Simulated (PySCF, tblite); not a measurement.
Calculations on `CC(C)NBP`, in the order of a workflow; each names the level of the geometry that it ran on. Settings lines and outputs come from a driver script.

C₃H₁₁BNP.
SMILES with atom numbers: `[CH3:1][CH:2]([CH3:3])[NH:4][BH:5][PH2:6]` (hydrogens: H7, H8, H9 on C1; H10 on C2; H11, H12, H13 on C3; H14 on N4; H15 on B5; H16, H17 on P6)

Step 1: GFN2-xTB geometry optimisation, gas phase (tblite 0.8.0) (from a force-field or distance-geometry start)
```json
{"job": {"kind": "relax", "xc": "GFN2-xTB", "basis": "xTB"}, "charge": 0, "multiplicity": 1}
```
```
step      E/eV     max force
  0    -508.24822    1.712
  1    -508.42513    1.115
  2    -508.50340    0.590
...
128    -509.75761    0.012
129    -509.75763    0.011
130    -509.75764    0.011
131    -509.75766    0.010
132    -509.75768    0.009
```

Energy lowered by 34.8 kcal/mol over 132 steps; largest atomic force 0.009 eV/Å at the end. «max force» is the largest atomic force in eV/Å.

On one thread, Intel Xeon at 2.50 GHz (x86_64) (shared host), this took 2.4 s.

Step 2: GFN2-xTB harmonic vibrations, gas phase (tblite 0.8.0) (on the GFN2-xTB geometry)
```json
{"job": {"kind": "ir", "xc": "GFN2-xTB", "basis": "xTB"}, "charge": 0, "multiplicity": 1}
```
```
(table of modes left out)
```

45 modes from 64 to 3399 cm⁻¹ (unscaled, harmonic); zero-point energy 87.8 kcal/mol; all wavenumbers are real at this level.

On one thread of an Intel Xeon at 2.50 GHz, no GPU, shared host with 64 logical CPUs at a one-minute load of 64, this took 1.5 s of wall time.

Step 3: TDDFT CAM-B3LYP/def2-SVPD, vertical, gas phase, core orbitals frozen in the response (PySCF 2.14.0, density-fitted response routines) (on the GFN2-xTB geometry)
```json
{"job": {"kind": "uv", "xc": "CAM-B3LYP", "basis": "def2-SVPD", "nstates": 8, "ntriplets": 3}, "charge": 0, "multiplicity": 1}
```
```
...
Static polarisability (au): isotropic 87.952, principal 76.740 77.357 109.758
Singlet excitations
state   eV       nm        f      main configurations
  1   6.0150    206.1   0.11076   H->L+1 0.65, H->L 0.27
  2   6.3296    195.9   0.02431   H->L 0.48, H->L+1 0.18, H->L+2 0.17
  3   6.7951    182.5   0.06318   H->L+5 0.64
  4   7.1677    173.0   0.18708   H-1->L+1 0.50, H-1->L 0.21, H-2->L+1 0.14
  5   7.2638    170.7   0.05091   H->L+2 0.29, H-1->L 0.20, H->L+6 0.15
  6   7.4922    165.5   0.01035   H->L+3 0.53, H->L 0.08
  7   7.6267    162.6   0.15608   H->L+6 0.36, H->L+8 0.13, H->L+3 0.12
  8   7.7769    159.4   0.00198   H-1->L 0.33, H->L+2 0.27, H->L+8 0.09
Triplet excitations (Tamm-Dancoff, eV): 5.0808 5.7064 5.8516
```

HOMO -8.10 eV, LUMO 0.98 eV; lowest singlet 6.01 eV; lowest triplet 5.08 eV (Tamm–Dancoff); mean polarisability 88.0 au.

The run took 1.7 min wall on one thread, Intel Xeon at 2.50 GHz (x86_64), no GPU, shared host, and the process peaked at 0.97 GiB of memory.

Geometry of the electronic-property runs (GFN2-xTB):
```
atom  x, y, z in Å
C1    -1.4066    0.9975   -1.0358
C2    -0.8426   -0.1527   -0.2002
C3    -1.6210   -0.3098    1.1068
N4     0.5628    0.0754    0.0802
B5     1.6439   -0.6728   -0.3263
P6     3.4149   -0.0781    0.0798
H7    -2.4486    0.8103   -1.2823
H8    -0.8423    1.1018   -1.9593
H9    -1.3440    1.9336   -0.4837
H10   -0.9104   -1.0822   -0.7739
H11   -1.2016   -1.1204    1.6977
H12   -1.5720    0.6080    1.6902
H13   -2.6641   -0.5331    0.9005
H14    0.6961    0.9195    0.6232
H15    1.4799   -1.6304   -0.9825
H16    3.1568    0.4255    1.3451
H17    3.8919   -1.2800    0.5698
```

 (This holds for the electronic-property runs.)

One conformer stands for the species.
